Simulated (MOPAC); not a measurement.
A run for MOPAC: PM3 on BH2IO (SMILES OBI), a point of a torsion scan.

```
PM3 1SCF PRECISE CHARGE=0 THREADS=1
BH2IO

O     -0.96930134 1    -0.28445001 1    -0.25996452 1
B      0.10975587 1     0.40743067 1     0.01330745 1
I      1.98172066 1    -0.53577608 1     0.44806304 1
H     -1.41634869 1    -0.93656572 1     0.27131159 1
H      0.14574178 1     1.54532760 1    -0.26480107 1
```

Program output:

```
*******************************************************************************
 **                                                                           **
 **                              MOPAC v23.2.5                                **
 **                                                                           **
 *******************************************************************************
 ** MOPAC's Digital Object Identifier: https://doi.org/10.5281/zenodo.6511958 **
 **                                                                           **
 ** Please cite the open-source release paper for use of this MOPAC version:  **
 ** J. E. Moussa and J. J. P. Stewart (2026)                                  **
 ** MOPAC: An open-source semiempirical molecular orbital program             **
 ** J. Open Source Softw., 11(119), 8025, https://doi.org/10.21105/joss.08025 **
 *******************************************************************************

                              PM3 CALCULATION RESULTS

 *******************************************************************************
 *  PM3        - The PM3 Hamiltonian to be used
 *
 *
 *
 *                 CHARGE ON SYSTEM = 0
 *
 *
 *
 *  PRECISE    - TIGHTER CRITERIA TO BE USED
 *  1SCF       - DO 1 SCF AND THEN STOP
 *  THREADS=1  - MULTI-THREADING NOT USED
 *  T=         - A TIME OF 172800.0 SECONDS REQUESTED
 *  DUMP=N     - RESTART FILE WRITTEN EVERY 7200.0 SECONDS REQUESTED
 *******************************************************************************
PM3 1SCF PRECISE CHARGE=0 THREADS=1
 BH2IO

   ATOM   CHEMICAL          X               Y               Z
  NUMBER   SYMBOL      (ANGSTROMS)     (ANGSTROMS)     (ANGSTROMS)

     1       O         -0.96930134  *  -0.28445001  *  -0.25996452  *
     2       B          0.10975587  *   0.40743067  *   0.01330745  *
     3       I          1.98172066  *  -0.53577608  *   0.44806304  *
     4       H         -1.41634869  *  -0.93656572  *   0.27131159  *
     5       H          0.14574178  *   1.54532760  *  -0.26480107  *



          CARTESIAN COORDINATES

    NO.       ATOM           X           Y           Z

     1         O         -0.9693     -0.2845     -0.2600
     2         B          0.1098      0.4074      0.0133
     3         I          1.9817     -0.5358      0.4481
     4         H         -1.4163     -0.9366      0.2713
     5         H          0.1457      1.5453     -0.2648

  H: (PM3): J. J. P. STEWART, J. COMP. CHEM. 10, 209 (1989).
  B: (PM3): J. J. P. STEWART, J. MOL. MOD., 10, 155-164 (2004)
  O: (PM3): J. J. P. STEWART, J. COMP. CHEM. 10, 209 (1989).
  I: (PM3): J. J. P. STEWART, J. COMP. CHEM. 10, 209 (1989).

           Empirical Formula: H2 O B I  =     5 atoms



      MOLECULAR POINT GROUP   :   C1


      RHF CALCULATION, NO. OF DOUBLY OCCUPIED LEVELS = 9


 -------------------------------------------------------------------------------
 PM3 1SCF PRECISE CHARGE=0 THREADS=1
 BH2IO



     1SCF WAS SPECIFIED, SO BFGS WAS NOT USED
     SCF FIELD WAS ACHIEVED


                              PM3 CALCULATION
                                                       MOPAC v23.2.5 Linux




          FINAL HEAT OF FORMATION =        -49.48271 KCAL/MOL =    -207.03564 KJ/MOL


          COSMO AREA              =        100.74 SQUARE ANGSTROMS
          COSMO VOLUME            =         86.09 CUBIC ANGSTROMS

          IONIZATION POTENTIAL    =          9.718335 EV
          HOMO LUMO ENERGIES (EV) =         -9.718 -0.470
          NO. OF FILLED LEVELS    =          9
          MOLECULAR WEIGHT        =        155.7297         POINT GROUP:  C1

          MOLECULAR DIMENSIONS (Angstroms)

            Atom       Atom       Distance
            H     4    I     3     3.42619
            H     5    I     3     2.36732
            I     3    O     1     0.37876


          SCF CALCULATIONS        =          1





   ATOM   CHEMICAL          X               Y               Z
  NUMBER   SYMBOL      (ANGSTROMS)     (ANGSTROMS)     (ANGSTROMS)

     1       O         -0.96930134  *  -0.28445001  *  -0.25996452  *
     2       B          0.10975587  *   0.40743067  *   0.01330745  *
     3       I          1.98172066  *  -0.53577608  *   0.44806304  *
     4       H         -1.41634869  *  -0.93656572  *   0.27131159  *
     5       H          0.14574178  *   1.54532760  *  -0.26480107  *

                             CARTESIAN COORDINATES

   1    O       -0.969301340    -0.284450010    -0.259964520
   2    B        0.109755870     0.407430670     0.013307450
   3    I        1.981720660    -0.535776080     0.448063040
   4    H       -1.416348690    -0.936565720     0.271311590
   5    H        0.145741780     1.545327600    -0.264801070


           Empirical Formula: H2 O B I  =     5 atoms



      MOLECULAR POINT GROUP   :   C1


                  EIGENVALUES
 -40.24965 -23.23523 -18.31042 -16.77611 -15.62824 -12.16382 -11.19951  -9.90064
  -9.71833  -0.47015   0.25314   2.03958   3.50784   4.61419


              NET ATOMIC CHARGES AND DIPOLE CONTRIBUTIONS

  ATOM NO.   TYPE          CHARGE      No. of ELECS.   s-Pop       p-Pop
    1          O          -0.156717        6.1567     1.65620     4.50052
    2          B          -0.014530        3.0145     1.16344     1.85108
    3          I          -0.225274        7.2253     1.93153     5.29375
    4          H           0.253992        0.7460     0.74601
    5          H           0.142529        0.8575     0.85747
 DIPOLE           X         Y         Z       TOTAL
 POINT-CHG.    -3.050     0.681    -0.140     3.129
 HYBRID        -0.547    -0.811     0.431     1.069
 SUM           -3.597    -0.130     0.291     3.612


          ATOMIC ORBITAL ELECTRON POPULATIONS

     Atom    s        px        py        pz
    1  O   1.65620   1.49648   1.50010   1.50394
    2  B   1.16344   0.66666   0.79821   0.38621
    3  I   1.93153   1.49458   1.87566   1.92351
    4  H   0.74601
    5  H   0.85747

 **********************
 *                    *
 * JOB ENDED NORMALLY *
 *                    *
 **********************




 == MOPAC DONE ==
```

The run finished.

Cost: very roughly 0.04 core-seconds.
